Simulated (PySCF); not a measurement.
A structure optimised at B3LYP-D3(BJ)/def2-TZVP, used in a PySCF frequency run:

```xyz
2

Zn     0.0000     0.0000    -0.7229
S      0.0000     0.0000     1.3554
```

Write its SMILES, formula and point group.

[S]=[Zn], SZn, C∞v

What are its rotational constants (standard atomic weights)?

5.4396 GHz (linear rotor, B only)
